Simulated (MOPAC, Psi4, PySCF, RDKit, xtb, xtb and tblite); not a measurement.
Two geometries of SMILES N#Cc1ccccc1O (C7H5NO), singlet, relaxed at GFN2-xTB with one dihedral held; other torsions can differ between them too.

Structure A

```
14

N      3.0075     1.7235    -0.0699
C      2.0002     1.1768    -0.0527
C      0.7426     0.5331    -0.0192
C     -0.4252     1.2927     0.0401
C     -1.6580     0.6729     0.0823
C     -1.7335    -0.7116     0.0675
C     -0.5830    -1.4763     0.0051
C      0.6656    -0.8685    -0.0553
O      1.8161    -1.5795    -0.1193
H     -0.3461     2.3694     0.0609
H     -2.5587     1.2646     0.1314
H     -2.6949    -1.2010     0.1076
H     -0.6453    -2.5564    -0.0010
H      1.6711    -2.4884     0.1700
```

Structure B

```
14

N      3.0072     1.7114    -0.1398
C      1.9609     1.2414    -0.0892
C      0.7069     0.5983    -0.0318
C     -0.4731     1.3390     0.0647
C     -1.6893     0.6929     0.1194
C     -1.7369    -0.6951     0.0783
C     -0.5780    -1.4390    -0.0170
C      0.6600    -0.8054    -0.0735
O      1.7719    -1.5660    -0.1665
H     -0.4132     2.4167     0.0953
H     -2.6008     1.2651     0.1940
H     -2.6895    -1.2008     0.1212
H     -0.6016    -2.5165    -0.0498
H      2.5662    -1.0140    -0.1981
```

Question: Which is lower in energy at the level PBE0-D3(BJ)/def2-SVP // GFN2-xTB (Psi4 1.11), and by how much?

Answer: B is lower, by 3.28 kcal/mol (dihedral C3–C8–O9–H14: 160° in A, 0° in B).

E(B) − E(A) in kcal/mol at the other levels, on the same two geometries: GFN2-xTB (xtb and tblite) -2.30; MMFF94 // GFN2-xTB (RDKit) -0.24; PBE0/def2-SVP // GFN2-xTB (Psi4) -3.18; PBE/def2-SVP // GFN2-xTB (Psi4) -3.37; PBE-D3(BJ)/def2-SVP // GFN2-xTB (Psi4) -3.49; UFF // GFN2-xTB (RDKit) 2.51; PM6, restricted, heats of formation // GFN2-xTB (MOPAC) -1.37; PM7, restricted, heats of formation // GFN2-xTB (MOPAC) -1.22; GFN1-xTB // GFN2-xTB (xtb) -2.36; restricted B3LYP/6-31G*, spherical d, density fitting // GFN2-xTB (PySCF) -3.36; restricted BP86/6-31G*, spherical d, density fitting // GFN2-xTB (PySCF) -3.62; restricted Hartree-Fock/3-21G, density fitting // GFN2-xTB (PySCF) -2.20; restricted M06-2X/6-31G*, spherical d, density fitting // GFN2-xTB (PySCF) -3.35.
